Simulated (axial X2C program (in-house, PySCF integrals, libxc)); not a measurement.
# MnN: from the spin-free to the two-component result

Computed with an in-house relativistic program for diatomic molecules. Spin-free means the one-electron spin-free X2C Hamiltonian; two-component (2c) means X2C with spin–orbit coupling and atomic mean-field two-electron Coulomb and Gaunt terms, so the difference of the two also holds small scalar two-electron terms. Basis: Mn dyall-cv3z [9s10p6d3f2g], N dyall-av3z [7s7p3d2f] (cores contracted in-house); Gaussian nuclei, density fitting, unrestricted open shells. Masses: Mn 54.938 u, N 14.003 u.

Spin-free state: M_S = 2, Λ = 1 (beyond evenly filled blocks: σα, π+α, δ+α, δ-α); fragments Mn + N.

| level | Re (Å) | ωe (cm⁻¹) | De (eV) | μ (D) |
| --- | --- | --- | --- | --- |
| PBE0 | 1.633 | 680.4 | 2.014 | -3.81 |

Dipoles are positive if N is the positive end.

Two-component determinant lowest at the distance of the search:

Ω = 1 (⟨Sz⟩ = 2.00, ⟨Lz⟩ = -1.00 at PBE0); fragments Mn + N.

```json
{"level": "PBE0", "Re (Å)": "1.632", "ωe (cm⁻¹)": "681.4", "De (eV)": "2.027", "μ (D)": "-3.81"}
```

Task: From the two tables, how do the constants change at the PBE0 level (2c against spin-free)?

Result: At the PBE0 level Re goes down by 0.001 Å and ωe increases by 1.0 cm⁻¹; De changes by 0.013 eV.

Occupations by symmetry block were frozen at the best pattern of an incomplete PBE0 search. Dissociation energies refer to the lowest single-determinant-based atoms at the same level and basis. Density functionals use the spin component along the axis (collinear). PBE0 can misorder states that lie within some tenths of an eV, so this need not be the ground state of the molecule. The nearest other spin-free determinant of the search, M_S = 1, Λ = 0, lies 0.39 eV up at the distance of the search. Without a current term, density functionals place determinants with orbital angular momentum somewhat too high. With several unpaired electrons one determinant need not be a pure state. Open-shell Ω = 0 determinants with evenly filled partner blocks cannot be reached by this program, so the Ω shown need not be the lowest component. The determinant is spin-polarised beyond a pure state at some levels (its spin-free form has ⟨S²⟩ too high), which makes Re and μ there less reliable.
